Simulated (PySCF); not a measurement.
C4H3S, SMILES [c]1cccs1, multiplicity 2. Atoms are numbered in the order given.

```xyz
8

C      1.2513     0.0651     0.0000
C      0.7276     1.3194     0.0000
C     -0.7113     1.2402     0.0000
C     -1.1864    -0.0465     0.0000
S      0.1123    -1.2155     0.0000
H      1.2981     2.2487     0.0000
H     -1.3606     2.1178     0.0000
H     -2.2214    -0.3866     0.0000
```
Charge 0, spin multiplicity 2.

Geometry: B3LYP-D3(BJ)/def2-SVP. The isomer is the one that the SMILES or the coordinates give; other isomers of the formula were not compared.

Computed with B3LYP-D3(BJ)/def2-SVP (PySCF).

Frequencies are harmonic and unscaled.

Task: List the normal modes with their intensities. (An estimate is asked for; the answer gives what the named calculation found.)

Result: 
```
mode  ν (cm⁻¹)  IR (km/mol)  moving atoms (share of kinetic energy)
----  --------  -----------  --------------------------------------
1          383          5.4                  C 70 %, H 18 %, S 12 %
2          528          0.8                          C 72 %, H 25 %
3          611          0.1                          S 52 %, C 45 %
4          682         61.7                          H 81 %, C 19 %
5          724          0.3                          C 66 %, S 26 %
6          789         17.9                          H 73 %, C 27 %
7          832         18.0                          C 76 %, H 18 %
8          854         11.4                           C 85 %, S 9 %
9          915          0.3                          H 74 %, C 26 %
10        1035          0.6                          H 56 %, C 44 %
11        1083          2.2                           H 91 %, C 9 %
12        1209         15.6                          H 69 %, C 31 %
13        1338          0.6                          C 60 %, H 40 %
14        1442         14.9                                  C 96 %
15        1567          0.8                          C 89 %, H 11 %
16        3202          2.1                           H 92 %, C 8 %
17        3223          0.0                           H 91 %, C 9 %
18        3246          0.9                           H 91 %, C 9 %
```
